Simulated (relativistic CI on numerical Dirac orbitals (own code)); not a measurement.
## Hyperfine structure of Se⁺, mass number 77

Method of calculation: Dirac-Coulomb-Breit CI, orbitals from a KLI potential per configuration, QED by a radiative potential, valence Slater integrals scaled by 0.85, P86 correlation energy added to each configuration (own radial code, finite nucleus).

Configurations in the expansion (outside the closed core [Ar] 3d10): 4s2 4p3, 4s 4p4, 4s2 4p2 5s, 4s2 4p2 5p, 4s2 4p2 5d, 4s2 4p2 4d, 4p5, 4s2 4p 4d2, 4s 4p3 4d, 4s2 4p2 6s, 4s2 4p2 6p, 4s2 4p2 4f, 4s2 4p2 6d, 4s2 4p2 5f, 4s2 4p2 5g, 4s2 4p2 6f. Levels of other configurations are missing.

Nuclear spin I = 1/2, μ = 0.53356 μN (tables of Stone and Pyykkö). The electronic factors are computed for point nuclear moments, without core polarisation; leaving it out makes A of s and p electrons in near-neutral atoms 20 to 40 % too small, and it can dominate for d and f shells.

```csv
Level,E (eV),A (MHz)
4s2 4p3 2D°_3/2,1.7450,670.9
4s2 4p3 2D°_5/2,1.8304,1242
4s2 4p3 2P°_1/2,2.7619,3542
4s2 4p3 2P°_3/2,2.8712,679.1
4s 4p4 4P_5/2,10.7921,3554
4s 4p4 4P_3/2,10.9974,3542
4s 4p4 4P_1/2,11.1023,8034
4s2 4p2 5s 4P_1/2,12.5747,1649
```

Levels with J = 0, under 50 % of one LS term, or S terms without an open s electron are left out. Small factors come from cancelling terms and can be off by tens of per cent or more.

For a near-neutral ion this model can misplace configurations by up to about 10,000 cm⁻¹ (more where the count of f electrons changes) and terms by 10 to 25 % of their spread. Rates follow the energies as ν³ (E1, M1) or ν⁵ (E2), so they and the lifetimes can be off by large factors. The fine structure of a lone outer electron comes out too small, for d and f at times inverted, and misplaced configurations move strength between like terms. 15 of the 15 excited levels that our extract of the measured tables holds in this range could be paired (the sources list more); they are missed by 3843 cm⁻¹ on average and 6162 at most, and levels without a partner can miss by more.

(1) Give the hyperfine levels of 4s2 4p3 2D°_5/2 relative to its centre of gravity.

Results:

(1) With K = F(F + 1) − I(I + 1) − J(J + 1), E = AK/2: F = 2: -2173, F = 3: 1552 MHz.

LS names give the leading component of a level, which can be under half, so a name can repeat, a term be missing and a line seem to break the LS rules.
